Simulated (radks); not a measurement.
Values are calculated unless marked as measured or tabulated.
Problem. Ionisation of neutral titanium, [Ar] 3d2 4s2, to Ti+, [Ar] 3d2 4s1, under several functionals. Dirac Kohn-Sham, spin-unpolarised, spherical densities, finite nucleus; open shells are shared between the two j in proportion to 2j + 1; a radial shooting solver on a logarithmic mesh with Libxc functionals. Known Delta-SCF values: exchange-only LDA 6.612 eV; PW91 7.393 eV; XLYP 7.306 eV. What does exchange-only B88 give, and what is its highest occupied eigenvalue?

Solution. 6.729 eV by Delta-SCF; the 3d5/2 eigenvalue is -3.415 eV. NIST: 6.828 eV (measured).

Beside tabulated values, note that spin-unpolarised runs miss the spin-polarisation part of the exchange energy of open shells.
